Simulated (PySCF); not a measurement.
# Working out the ionisation energy of Al²⁺

Al²⁺ [Ne] 3s1 (2S) → Al³⁺ [Ne] (1S). All numbers are calculated (PySCF 2.14, no relativity, point nucleus, in def2-QZVPPD). Frozen: 1s2. Energies in hartree (1 hartree = 27.21139 eV):

```tsv
part	Al²⁺ (lower)	Al³⁺ (upper)
UHF	-241.030680	-240.000223
MP2 opposite-spin	-0.115032	-0.109481
MP2 same-spin	-0.046627	-0.041659
```

Question: What does Hartree-Fock give?

Answer: (-240.000223) − (-241.030680) = 1.030457 hartree = 28.040 eV.

Question: What do MP2 and SCS-MP2 (6/5 opposite-spin, 1/3 same-spin) give?

Answer: The opposite-spin parts differ by 0.151 eV and the same-spin parts by 0.135 eV. MP2: 28.040 + (0.151) + (0.135) = 28.326 eV. SCS-MP2: 28.040 + 1.2 × (0.151) + (0.135)/3 = 28.266 eV.

Measured between the centres of the two terms (NIST): 28.448 eV, so MP2 (valence and next inner shell) is off by -0.122 eV.

What remains against the reference includes basis incompleteness, the frozen core and correlation beyond second order.
